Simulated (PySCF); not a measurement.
I2Ta, neutral, multiplicity 4. Atoms are numbered in the order given.

```xyz
3

Ta     0.0000     0.0000     0.0000
I      0.0000     0.0000    -2.6633
I      0.0000     0.0000     2.6633
```
Charge 0, spin multiplicity 4.

The structure is a stationary point at r2SCAN-D4/def2-SVP. The multiplicity is an assumed one; other spin states were not compared. The def2 effective core potentials stand for the cores of I, Ta; spin–orbit coupling is left out.

Method: r2SCAN/def2-TZVPD in PySCF.

The total energy is -652.73120 hartree, the point group is D∞h and the α spin, highest occupied and lowest empty level is -5.04 and -3.76 eV. The β spin, highest occupied and lowest empty level is -7.38 and -2.62 eV, the dipole moment is 0.00 D and the mean static polarisability comes out as 125.4 bohr³ (18.58 Å³). The polarisability, principal values is 94.9, 94.9, 186.4 bohr³ and the ⟨S²⟩ is 3.782 (pure state 3.75).
